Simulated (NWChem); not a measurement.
# SiH3O3Cl; SMILES O[Si](O)(O)Cl

```xyz
8

O      1.4428    -0.5539     0.9109
Si     0.0000     0.0000     0.3709
O     -0.2417     1.5264     0.9109
O     -1.2011    -0.9725     0.9109
Cl     0.0000     0.0000    -1.7004
H      1.7210    -1.4264     0.6180
H      0.3748     2.2037     0.6180
H     -2.0958    -0.7773     0.6180
```
Atoms are numbered in this order, from 1.

All runs: NWChem. Medium grid unless said otherwise, to which SCAN and Minnesota functionals are sensitive. Geometry: optimised at PBE0/def2-SVP.

**Question.** Order these by “dipole (D)”, lowest first: LRC-wPBEh/def2-SVP; M06-L/def2-SVP; B3LYP/def2-SVP; BHandHLYP/def2-SVP.

**Answer.** M06-L/def2-SVP (0.45), LRC-wPBEh/def2-SVP (0.55), B3LYP/def2-SVP (0.61), BHandHLYP/def2-SVP (0.71)
